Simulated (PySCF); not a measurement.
## GeCl₄ → GeCl₂ + Cl₂

Level: PBE0 in the def2-SVP basis family, all electrons, no relativity, computed in PySCF with density fitting; open shells unrestricted.

| species | state and structure | E (Eh) | ZPE (kJ/mol) | H(298 K) − H(0) (kJ/mol) | S° (J/(mol K)) |
| --- | --- | --- | --- | --- | --- |
| GeCl₄ | singlet, Td, Ge–Cl 2.126 Å (×4) | -3916.27477 | 15.3 | 21.1 | 348.7 |
| GeCl₂ | singlet, C2v, Ge–Cl 2.191 Å (×2); Cl–Ge–Cl 100.2° | -2996.37473 | 5.8 | 13.2 | 295.3 |
| Cl₂ | singlet, D∞h, Cl–Cl 2.025 Å | -919.76210 | 3.2 | 9.2 | 223.2 |

Task: What is the electronic reaction energy?

Result: At PBE0/def2-SVP, ΔE = 362.2 kJ/mol from the differences of the total energies times 2625.5, uphill. 

Task: Add zero-point, thermal and entropy terms for 298.15 K and 1 bar.

Result: ΔZPE = -6.3 and Δ[H(298) − H(0)] = 1.3 kJ/mol give ΔH° = 357.2 kJ/mol. ΔS° = 169.8 J/(mol K), so ΔG° = 357.2 − 298.15 × (0.1698) = 307 kJ/mol. ΔG° would change sign near 2100 K if ΔH° and ΔS° stayed fixed.

Only the bonding shown was studied: isomers, or loss of a ligand pair, can lie lower.
